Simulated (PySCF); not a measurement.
**From computed data to an observable: chemical shift, span and skew from a shielding tensor**

B(F)(GeH3)(OMe) (CH₆BFGeO), SMILES CO[B]([GeH3])F. Atoms are numbered in the order given.

```xyz
11

B      0.6958     0.6745     0.0000
F      2.0311     0.7294     0.0000
Ge    -0.2359    -1.1952     0.0000
H     -1.1463    -1.3727     1.2336
H     -1.1463    -1.3727    -1.2336
H      0.7924    -2.3378     0.0000
O      0.0624     1.8629     0.0000
C     -1.3443     2.0345     0.0000
H     -1.6316     2.6054     0.8951
H     -1.6316     2.6054    -0.8951
H     -1.8807     1.0712     0.0000
```
Charge 0, spin multiplicity 1.

Geometry optimised at TPSSh-D3(BJ)/def2-SVP. This is a generated structure with no PubChem entry under its InChIKey; it may be hypothetical. The values are those of a single conformer.

GIAO shieldings from HF/pcSseg-1 (PySCF), non-relativistic, no solvent. The symmetric part of the tensor of C8 has the principal values 116.9, 117.3, 183.4 ppm. The same nucleus in TMS has σ = 192.6 ppm at this level (PySCF, at its B3LYP-D3(BJ)/def2-TZVP geometry).

Work out the isotropic shielding, the ¹³C shift against TMS, the span and the skew.


σ(iso) = (σ11 + σ22 + σ33)/3 = 139.2 ppm. δ = σ(ref) − σ(iso) = 192.6 − (139.2) = 53.4 ppm.
Span Ω = σ33 − σ11 = 66.5 ppm. Skew κ = 3(σ(iso) − σ22)/Ω = 0.99, an axial tensor. Tumbling in solution averages the tensor to δ; in a static solid the shielding alone would spread this spin-1/2 line over Ω.
